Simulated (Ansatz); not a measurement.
C2H9FO2Si2, singlet, geometry from GFN2-xTB; SC-NEVPT2/STO-3G, CASSCF(4,3) in Ansatz (a first-principles code).

Here is a job for Ansatz.
Ansatz 0.2 input:
```yaml
crystal:
  periodic: [false, false, false]
  atoms:
    - {symbol: Si, position_ang: [1.53750750, 0.45196437, 1.39114378]}
    - {symbol: F, position_ang: [2.04300413, -0.92578485, 0.69350284]}
    - {symbol: C, position_ang: [0.30427922, 1.26542490, 0.22172547]}
    - {symbol: Si, position_ang: [-0.86539160, 0.02328491, -0.62889110]}
    - {symbol: C, position_ang: [-1.92506899, -0.88299758, 0.66314827]}
    - {symbol: O, position_ang: [-1.78750429, 0.86929995, -1.67030340]}
    - {symbol: O, position_ang: [-0.03163926, -1.03717910, -1.55249223]}
    - {symbol: H, position_ang: [0.95181138, -0.01393698, 2.64135267]}
    - {symbol: H, position_ang: [2.76967987, 1.20769704, 1.57475864]}
    - {symbol: H, position_ang: [0.84039665, 1.81021211, -0.55499780]}
    - {symbol: H, position_ang: [-0.27698280, 2.00815622, 0.76193636]}
    - {symbol: H, position_ang: [-1.30903855, -1.38812050, 1.40060583]}
    - {symbol: H, position_ang: [-2.55531544, -1.63340222, 0.19433808]}
    - {symbol: H, position_ang: [-2.57687679, -0.19772994, 1.19461195]}
    - {symbol: H, position_ang: [-2.05000889, 0.46078981, -2.49051621]}
    - {symbol: H, position_ang: [0.68756218, -1.52662244, -1.16202979]}
basis:
  gaussian:
    orbitals: STO-3G
magnetization: {spin_polarized: false}
correlation: {method: sc_nevpt2, electrons: all, active_space: {window: {electrons: 4, orbitals: 3}}}
```

The log (banner, timings and long lists left out):

```
Functional definition: HF
677 factors; integrals over basis functions are off by at most 3.2e-5 eV
mean field evaluation 1: about -24406.7124 eV, gradient 3.2e1 eV
mean field evaluation 2: about -24406.8926 eV, gradient 3.2e1 eV
mean field evaluation 4: about -24410.7575 eV, gradient 1.8e0 eV
mean field evaluation 8: about -24410.7723 eV, gradient 2.9e-2 eV
mean field -24410.77226990 eV, -897.0793347032 hartree, gradient 9.1e-7 eV, S^2 0.000000; 0 other end points of the search recorded, 0 dependent functions left out
reference -24410.77226990 eV, -897.0793347032 hartree; 37, 37 occupied and 15, 15 virtual orbitals, 677 factors
state -24411.11987912 eV, -897.0921091063 hartree
state -24411.11987912 eV, -897.0921091063 hartree; corrected -24417.96628714 eV, -897.3437099604 hartree
Total energy: -24417.96628714 eV, -897.3437099604 hartree
```
